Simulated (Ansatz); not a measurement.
Geometry optimisation, Ansatz 0.2.0, RKS PBE0-D4/def2-SVP.

input.yaml

```yaml
crystal:
  periodic: [false, false, false]
  atoms:
    - { symbol: B, position_ang: [0.04562, 0.609094, -0.208444] }
    - { symbol: O, position_ang: [-0.340269, -0.387604, 2.183938] }
    - { symbol: H, position_ang: [-1.102404, -0.422856, 1.591518] }
    - { symbol: O, position_ang: [1.251014, 0.013175, -0.399867] }
    - { symbol: H, position_ang: [1.196126, -0.932716, -0.562859] }
    - { symbol: "N", position_ang: [-1.211702, 0.058377, -0.574109] }
    - { symbol: H, position_ang: [-1.287252, -0.791884, -1.116573] }
    - { symbol: H, position_ang: [-2.057525, 0.610971, -0.577379] }
    - { symbol: S, position_ang: [0.052467, 2.368964, 0.440122] }
    - { symbol: H, position_ang: [1.37716, 2.368777, 0.708116] }
    - { symbol: H, position_ang: [-0.233835, 0.582099, 2.306337] }
basis:
  gaussian: { orbitals: def2-SVP }
hamiltonian:
  xc: pbe0
  dispersion: d4
relax:
  f_tol: 0.03
  max_steps: 50
```

Run as:

```bash
$ ansatz run input.yaml --threads 2 --pin off --max-ram 3072MiB --backend cpu --events-out ev --progress --plain --runs-dir out
```

Where does it end, and by what steps?

The forces met the threshold. After 7 steps the energy has fallen by 0.078 eV; O2 moved furthest, 0.33 Å.

```csv
step,energy less start (eV),largest force component (eV/Å),accepted
0,0.0000,0.797,yes
1,-0.0341,0.943,yes
2,-0.0210,1.731,no
3,-0.0546,0.743,yes
4,-0.0663,0.798,yes
5,-0.0727,0.257,yes
6,-0.0773,0.113,yes
7,-0.0777,0.010,yes
```

```xyz
11
Properties=species:S:1:pos:R:3
B 0.094 0.665 -0.289
O -0.574 -0.471 2.402
H -1.062 -0.438 1.568
O 1.292 0.049 -0.476
H 1.225 -0.880 -0.716
N -1.170 0.069 -0.544
H -1.265 -0.807 -1.043
H -2.021 0.614 -0.542
S 0.102 2.384 0.359
H 1.439 2.430 0.527
H -0.371 0.461 2.546
```

Whether the end is a true minimum wasn't checked by a vibrational analysis.

Run time: 21 s on 2 threads of Arm Neoverse V2 (shared host), peak memory 0.22 GiB.
